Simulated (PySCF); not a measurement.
CH$_{6}$MgOSi, singlet, at a GFN2-xTB geometry (such geometries of metal compounds can be far from the true shape); PySCF with M062X/6-31G, TDA.

Input for PySCF:
```python
from pyscf import gto, scf, dft, tdscf

mol = gto.M(
    atom='''
Mg   -0.00728371   -0.00369632   -0.01023785
O    -0.95042790   -0.48232154   -1.33590453
C    -1.72003768   -0.87288181   -2.41765435
H    -2.48842959   -0.11971992   -2.63780652
H    -1.09488729   -0.99909048   -3.31174848
H    -2.22224480   -1.82738623   -2.21063918
Si    1.34554977    0.68283732    1.89128080
H     1.10059386   -0.14271765    3.08610304
H     1.08824922    2.07599752    2.29382979
H     2.79007560    0.59341336    1.61834664
''',
    basis='6-31g',
    verbose=4,
)

mf = dft.RKS(mol)
mf.xc = 'm062x'
mf.kernel()
td = mf.TDA()
td.nstates = 5
td.kernel()
td.analyze()
```

Task: Predict the main parts of the log of this PySCF run.

Result: 
```
PySCF version 2.14.0

[INPUT] verbose = 4
[INPUT] num. atoms = 10
[INPUT] num. electrons = 46
[INPUT] charge = 0
[INPUT] spin (= nelec alpha-beta = 2S) = 0
[INPUT] symmetry False subgroup None
[INPUT] Mole.unit = angstrom
[INPUT] Symbol           X                Y                Z      unit          X                Y                Z       unit  Magmom
[INPUT]  1 Mg    -0.007283710000  -0.003696320000  -0.010237850000 AA   -0.013764217071  -0.006985032469  -0.019346732604 Bohr   0.0
[INPUT]  2 O     -0.950427900000  -0.482321540000  -1.335904530000 AA   -1.796048432146  -0.911455614578  -2.524493690266 Bohr   0.0
[INPUT]  3 C     -1.720037680000  -0.872881810000  -2.417654350000 AA   -3.250400139132  -1.649507560015  -4.568704585363 Bohr   0.0
[INPUT]  4 H     -2.488429590000  -0.119719920000  -2.637806520000 AA   -4.702450405364  -0.226237860455  -4.984731892392 Bohr   0.0
[INPUT]  5 H     -1.094887290000  -0.999090480000  -3.311748480000 AA   -2.069037115367  -1.888007380860  -6.258297620645 Bohr   0.0
[INPUT]  6 H     -2.222244800000  -1.827386230000  -2.210639180000 AA   -4.199434053739  -3.453259498501  -4.177502610433 Bohr   0.0
[INPUT]  7 Si     1.345549770000   0.682837320000   1.891280800000 AA    2.542720552272   1.290375522432   3.574002736648 Bohr   0.0
[INPUT]  8 H      1.100593860000  -0.142717650000   3.086103040000 AA    2.079820969778  -0.269697271642   5.831889537788 Bohr   0.0
[INPUT]  9 H      1.088249220000   2.075997520000   2.293829790000 AA    2.056492981072   3.923066748076   4.334710079469 Bohr   0.0
[INPUT] 10 H      2.790075600000   0.593413360000   1.618346640000 AA    5.272478750832   1.121388729058   3.058231924210 Bohr   0.0

nuclear repulsion = 170.791234760949
number of shells = 36
number of NR pGTOs = 160
number of NR cGTOs = 56
basis = 6-31g
ecp = {}

******** <class 'pyscf.dft.rks.RKS'> ********
method = RKS
initial guess = minao
damping factor = 0
level_shift factor = 0
DIIS = <class 'pyscf.scf.diis.CDIIS'>
diis_start_cycle = 1
diis_space = 8
diis_damp = 0
SCF conv_tol = 1e-09
SCF conv_tol_grad = None
SCF max_cycles = 50
direct_scf = True
direct_scf_tol = 1e-13
XC library pyscf.dft.libxc version 7.1.2
    S. Lehtola, C. Steigemann, M. J. T. Oliveira, and M. A. L. Marques,  SoftwareX 7, 1–5 (2018)
XC functionals = m062x
    Y. Zhao and D. G. Truhlar,  Theor. Chem. Acc. 120, 215 (2008)
    Y. Zhao and D. G. Truhlar,  Theor. Chem. Acc. 120, 215 (2008)
radial grids:
    Treutler-Ahlrichs [JCP 102, 346 (1995); DOI:10.1063/1.469408] (M4) radial grids

becke partition: Becke, JCP 88, 2547 (1988); DOI:10.1063/1.454033
pruning grids: <function nwchem_prune>
grids dens level: 3
symmetrized grids: False
atomic radii adjust function: <function treutler_atomic_radii_adjust>
small_rho_cutoff = 0
Set gradient conv threshold to 3.16228e-05
Initial guess from minao.
tot grids = 124808
init E= -606.465900241324
  HOMO = -0.298249216755393  LUMO = -0.0682773002833406  gap/eV = 6.25785
cycle= 1 E= -606.20165296848  delta_E= 0.264  |g|= 0.743  |ddm|= 2.61
  HOMO = -0.132021355458483  LUMO = 0.00142554874352774  gap/eV = 3.63128
cycle= 2 E= -605.996639033473  delta_E= 0.205  |g|= 1.25  |ddm|= 1.44
  HOMO = -0.306525360255429  LUMO = -0.0058113156905466  gap/eV = 8.18285
cycle= 3 E= -606.323354184388  delta_E= -0.327  |g|= 0.0515  |ddm|= 0.914
  HOMO = -0.301791137322718  LUMO = -0.00349456044947427  gap/eV = 8.11706
cycle= 4 E= -606.32399778934  delta_E= -0.000644  |g|= 0.02  |ddm|= 0.0819
  HOMO = -0.303560711105798  LUMO = -0.00410546898263386  gap/eV = 8.14859
cycle= 5 E= -606.324117206986  delta_E= -0.000119  |g|= 0.00242  |ddm|= 0.0206
  HOMO = -0.303699750325671  LUMO = -0.00413337666678681  gap/eV = 8.15162
cycle= 6 E= -606.324119478028  delta_E= -2.27e-06  |g|= 0.000779  |ddm|= 0.00463
  HOMO = -0.303490776416418  LUMO = -0.00409145489366214  gap/eV = 8.14707
cycle= 7 E= -606.324119744007  delta_E= -2.66e-07  |g|= 0.000111  |ddm|= 0.00146
  HOMO = -0.3035097381517  LUMO = -0.00410935245542055  gap/eV = 8.14710
cycle= 8 E= -606.324119754049  delta_E= -1e-08  |g|= 2.6e-05  |ddm|= 0.000387
  HOMO = -0.303505174371125  LUMO = -0.00410523140555141  gap/eV = 8.14709
cycle= 9 E= -606.324119754314  delta_E= -2.65e-10  |g|= 3.76e-06  |ddm|= 5.56e-05
  HOMO = -0.303506119807275  LUMO = -0.00410594603296177  gap/eV = 8.14709
Extra cycle  E= -606.32411975432  delta_E= -6.14e-12  |g|= 3.16e-06  |ddm|= 9.03e-06
converged SCF energy = -606.32411975432

******** <class 'pyscf.tdscf.rks.TDA'> for <class 'pyscf.dft.rks.RKS'> ********
nstates = 5 singlet
deg_eia_thresh = 1.000e-03
wfnsym = None
conv_tol = 1e-05
eigh lindep = 1e-12
eigh level_shift = 0
eigh max_cycle = 100

Excitation energies (eV)
[5.52835053 5.52868563 5.88104477 5.980049   5.98012372]

** Singlet excitation energies and oscillator strengths **
Excited State   1:      5.52835 eV    224.27 nm  f=0.0062
      22 -> 24        0.67034
      22 -> 27       -0.13534
      23 -> 25       -0.11151
Excited State   2:      5.52869 eV    224.26 nm  f=0.0062
      21 -> 24       -0.67031
      21 -> 27        0.13541
      23 -> 26       -0.11156
Excited State   3:      5.88104 eV    210.82 nm  f=0.0000
      21 -> 25       -0.38619
      21 -> 26        0.30061
      22 -> 25       -0.30279
      22 -> 26       -0.38853
Excited State   4:      5.98005 eV    207.33 nm  f=0.0005
      21 -> 26        0.49078
      22 -> 25        0.48987
Excited State   5:      5.98012 eV    207.33 nm  f=0.0005
      21 -> 25        0.49124
      22 -> 26       -0.48941

** Transition electric dipole moments (AU) **
state          X           Y           Z        Dip. S.      Osc.
  1        -0.1094      0.1837      0.0112      0.0458      0.0062
  2        -0.1402     -0.0917      0.1327      0.0457      0.0062
  3        -0.0002     -0.0001      0.0002      0.0000      0.0000
  4         0.0004      0.0545     -0.0184      0.0033      0.0005
  5        -0.0470      0.0107      0.0310      0.0033      0.0005

** Transition velocity dipole moments (imaginary part, AU) **
state          X           Y           Z        Dip. S.      Osc.
  1        -0.0339      0.0568      0.0035      0.0044      0.0144
  2        -0.0434     -0.0284      0.0412      0.0044      0.0144
  3        -0.0000     -0.0000      0.0000      0.0000      0.0000
  4        -0.0002      0.0124     -0.0039      0.0002      0.0005
  5        -0.0107      0.0021      0.0072      0.0002      0.0005

** Transition magnetic dipole moments (imaginary part, AU) **
state          X           Y           Z
  1        -0.1081     -0.0710      0.1026
  2         0.0843     -0.1415     -0.0089
  3        -0.0182     -0.0097     -0.0260
  4        -0.1147      0.0136      0.0767
  5         0.0109     -0.1324      0.0401
```
